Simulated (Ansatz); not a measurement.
Computed with Ansatz on PBE0-D4/def2-TZVP structures; ΔE is electronic, products minus reactants. CCSD(T)/CBS is the MP2 limit (def2-TZVPP, def2-QZVPP) plus CCSD(T) − MP2 in def2-TZVPP, frozen cores. Functionals use def2-TZVPP. B3LYP here is the variant with VWN-RPA as its local correlation; programs differ in this. HSE06 is defined as in plane-wave codes. No spin–orbit coupling; open shells (•) take unrestricted orbitals. For Ge outer-core shells are correlated without core-valence functions, which leaves a few kJ/mol of doubt a bond. Scalar relativity is left out up to krypton. Each species was taken in one conformer, which may not be the lowest.

Reaction (homolysis of the Ge–Ge bond): `[OH][GeH]([GeH3])[GeH3]` → `[GeH3]`• + `[OH][GeH][GeH3]`•

`[OH][GeH]([GeH3])[GeH3]`:

Z-matrix (Å, degrees):
```
Ge
Ge 1 2.423
Ge 1 2.435 2 113.6
O 1 1.796 2 104.0 3 118.9
H 1 1.550 2 111.5 3 -124.3
H 2 1.538 1 109.1 3 61.5
H 2 1.536 1 109.7 3 -57.6
H 2 1.536 1 110.7 3 -178.5
H 3 1.539 1 110.2 2 170.2
H 3 1.539 1 110.3 2 -69.9
H 3 1.537 1 110.3 2 50.3
H 4 0.960 1 112.3 2 171.9
```

`[GeH3]`•:

Cartesian coordinates in Å:
```
Ge -0.169 -0.245 -0.188
H -0.289 1.091 -0.942
H 1.301 -0.682 -0.063
H -0.843 -0.164 1.194
```

`[OH][GeH][GeH3]`•:

Z-matrix (Å, degrees):
```
Ge
Ge 1 2.440
H 1 1.539 2 111.8
H 1 1.535 2 108.9 3 -120.9
H 1 1.537 2 108.4 3 120.5
O 2 1.793 1 105.0 3 59.4
H 2 1.562 1 113.9 3 -57.1
H 6 0.960 2 112.5 1 -154.4
```

```json
{"level": "LDA (SPW92)", "ΔE (kJ/mol)": "316.8", "difference from CCSD(T)/CBS": "12.5"}
{"level": "PBE-D4", "ΔE (kJ/mol)": "277.7", "difference from CCSD(T)/CBS": "-26.6"}
{"level": "revPBE-D4", "ΔE (kJ/mol)": "266.3", "difference from CCSD(T)/CBS": "-38.0"}
{"level": "BLYP-D4", "ΔE (kJ/mol)": "263.8", "difference from CCSD(T)/CBS": "-40.5"}
{"level": "r2SCAN-D4", "ΔE (kJ/mol)": "272.4", "difference from CCSD(T)/CBS": "-31.9"}
{"level": "B97M-V", "ΔE (kJ/mol)": "284.4", "difference from CCSD(T)/CBS": "-19.9"}
{"level": "PBE0-D4", "ΔE (kJ/mol)": "283.3", "difference from CCSD(T)/CBS": "-21.0"}
{"level": "B3LYP-D4", "ΔE (kJ/mol)": "273.8", "difference from CCSD(T)/CBS": "-30.5"}
{"level": "r2SCAN0-D4", "ΔE (kJ/mol)": "274.1", "difference from CCSD(T)/CBS": "-30.2"}
{"level": "HSE06-D4", "ΔE (kJ/mol)": "282.6", "difference from CCSD(T)/CBS": "-21.7"}
{"level": "CAM-B3LYP-D4", "ΔE (kJ/mol)": "278.6", "difference from CCSD(T)/CBS": "-25.7"}
{"level": "ωB97X-V", "ΔE (kJ/mol)": "296.0", "difference from CCSD(T)/CBS": "-8.3"}
{"level": "ωB97M-V", "ΔE (kJ/mol)": "282.5", "difference from CCSD(T)/CBS": "-21.8"}
{"level": "B2PLYP", "ΔE (kJ/mol)": "276.3", "difference from CCSD(T)/CBS": "-28.0"}
{"level": "PBE-QIDH", "ΔE (kJ/mol)": "292.0", "difference from CCSD(T)/CBS": "-12.3"}
{"level": "PBE", "ΔE (kJ/mol)": "268.8", "difference from CCSD(T)/CBS": "-35.5"}
{"level": "revPBE", "ΔE (kJ/mol)": "250.1", "difference from CCSD(T)/CBS": "-54.2"}
{"level": "BLYP", "ΔE (kJ/mol)": "246.6", "difference from CCSD(T)/CBS": "-57.7"}
{"level": "r2SCAN", "ΔE (kJ/mol)": "269.9", "difference from CCSD(T)/CBS": "-34.4"}
{"level": "PBE0", "ΔE (kJ/mol)": "275.3", "difference from CCSD(T)/CBS": "-29.0"}
{"level": "B3LYP", "ΔE (kJ/mol)": "259.6", "difference from CCSD(T)/CBS": "-44.7"}
{"level": "r2SCANh", "ΔE (kJ/mol)": "270.4", "difference from CCSD(T)/CBS": "-33.9"}
{"level": "r2SCAN0", "ΔE (kJ/mol)": "271.1", "difference from CCSD(T)/CBS": "-33.2"}
{"level": "HSE06", "ΔE (kJ/mol)": "274.8", "difference from CCSD(T)/CBS": "-29.5"}
{"level": "BHLYP", "ΔE (kJ/mol)": "265.9", "difference from CCSD(T)/CBS": "-38.4"}
{"level": "CAM-B3LYP", "ΔE (kJ/mol)": "269.9", "difference from CCSD(T)/CBS": "-34.4"}
{"level": "LC-ωPBE", "ΔE (kJ/mol)": "278.8", "difference from CCSD(T)/CBS": "-25.5"}
{"level": "HF/def2-SVP", "ΔE (kJ/mol)": "206.3", "difference from CCSD(T)/CBS": "-98.0"}
{"level": "MP2/def2-SVP", "ΔE (kJ/mol)": "281.7", "difference from CCSD(T)/CBS": "-22.6"}
{"level": "CCSD/def2-SVP", "ΔE (kJ/mol)": "270.3", "difference from CCSD(T)/CBS": "-34.0"}
{"level": "CCSD(T)/def2-SVP", "ΔE (kJ/mol)": "274.8", "difference from CCSD(T)/CBS": "-29.5"}
{"level": "MP2/def2-TZVPP", "ΔE (kJ/mol)": "301.3", "difference from CCSD(T)/CBS": "-3.0"}
{"level": "SCS-MP2/def2-TZVPP", "ΔE (kJ/mol)": "297.4", "difference from CCSD(T)/CBS": "-6.9"}
{"level": "CCSD/def2-TZVPP", "ΔE (kJ/mol)": "287.1", "difference from CCSD(T)/CBS": "-17.2"}
{"level": "CCSD(T)/def2-TZVPP", "ΔE (kJ/mol)": "293.5", "difference from CCSD(T)/CBS": "-10.8"}
{"level": "HF/def2-QZVPP", "ΔE (kJ/mol)": "199.8", "difference from CCSD(T)/CBS": "-104.5"}
{"level": "MP2/def2-QZVPP", "ΔE (kJ/mol)": "306.7", "difference from CCSD(T)/CBS": "2.4"}
{"level": "SCS-MP2/def2-QZVPP", "ΔE (kJ/mol)": "302.6", "difference from CCSD(T)/CBS": "-1.7"}
{"level": "MP2/CBS(def2)", "ΔE (kJ/mol)": "312.1", "difference from CCSD(T)/CBS": "7.8"}
{"level": "CCSD/CBS(def2)", "ΔE (kJ/mol)": "297.8", "difference from CCSD(T)/CBS": "-6.5"}
{"level": "CCSD(T)/CBS", "ΔE (kJ/mol)": "304.3", "difference from CCSD(T)/CBS": "0"}
```

Largest T1 diagnostic among the species: 0.014.

The D4 term adds +14.2 kJ/mol with B3LYP and +8.0 kJ/mol with PBE0; it sums over pairs of atoms, weighted by their polarisabilities, and B3LYP, whose exchange is more repulsive, gets the larger term. At CCSD(T), def2-SVP lies −29.5 kJ/mol from the extrapolated value and def2-TZVPP −10.8 kJ/mol: correlation converges slowly with the basis, and small sets miss more of it in the bonded molecule than in its fragments. In def2-TZVPP, CCSD(T) changes the Hartree–Fock value by +91.4 kJ/mol (the triples alone add +6.4 kJ/mol) and MP2 by +99.2 kJ/mol; breaking electron pairs costs correlation energy, which Hartree–Fock lacks.
